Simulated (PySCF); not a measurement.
Exercise with solution: dipole moment from atomic charges

SiHFClBr, SMILES F[SiH](Cl)Br. Atoms are numbered in the order given.

```xyz
5

Si    -0.5886    -0.5420     0.3432
F     -0.9190    -1.6931    -0.7385
Cl    -1.9688     0.9563     0.1172
Br     1.4471     0.2197    -0.0527
H     -0.6677    -1.1198     1.6951
```

Coordinates come from a B3LYP-D3(BJ)/def2-SVP optimisation.

Charges (e) from PBE0/def2-TZVPD run with PySCF:

```
atom  ESP fit     IAO
----  -------  ------
Si1     0.067   1.170
F2     -0.109  -0.526
Cl3    -0.029  -0.289
Br4    -0.018  -0.228
H5      0.088  -0.127
```

The dipole moment of the full density is 1.13 D.

What dipole moment does each set of point charges give, and which comes closer to that of the density?


μ = Σ q r, and 1 e Å = 4.8032 D.
ESP fit: Σ q r = (0.033, 0.018, 0.250) e Å, |μ| = 1.22 D.
IAO: Σ q r = (0.119, 0.072, 0.553) e Å, |μ| = 2.74 D.
ESP fit comes closer in size. Point charges leave out the atoms' own dipoles (lone pairs, polarised bonds); fits to the potential absorb them, partitions of the density don't.
